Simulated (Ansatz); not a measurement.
C$_{2}$H$_{3}$FOSi (`C#C[SiH](O)F`) at its PBE0-D4/def2-TZVP geometry, where that method's forces vanish. Total charge 0; spin multiplicity 1.

```csv
atom,x (Å),y (Å),z (Å)
C1,0.158,-1.784,1.184
C2,0.229,-0.807,0.481
Si3,0.340,0.694,-0.541
O4,-0.982,1.620,-0.358
F5,0.491,0.210,-2.049
H6,0.099,-2.651,1.803
H7,1.505,1.523,-0.206
H8,-1.841,1.196,-0.314
```

For each bond, give half the difference of the two atoms' forces along it (eV/Å; positive pushes the atoms apart) under PBE-D4, r2SCAN-D4, B3LYP-D4, ωB97M-V in def2-TZVPP. (Best estimate.)

The calculation gave: 
```tsv
bond	length (Å)	PBE-D4	r2SCAN-D4	B3LYP-D4	ωB97M-V
C1–C2	1.206	0.97	0.39	0.01	-0.27
C1–H6	1.066	-0.36	-0.23	-0.10	0.04
C2–Si3	1.820	-0.66	-0.24	0.00	0.23
Si3–O4	1.625	0.30	0.07	0.13	0.09
Si3–F5	1.591	0.50	0.06	0.19	0.13
Si3–H7	1.469	0.00	-0.03	-0.16	-0.25
O4–H8	0.958	0.32	0.01	-0.02	-0.06
```

B3LYP here is the variant with VWN-RPA as its local correlation; programs differ in this.

Program: Ansatz 0.2.0.
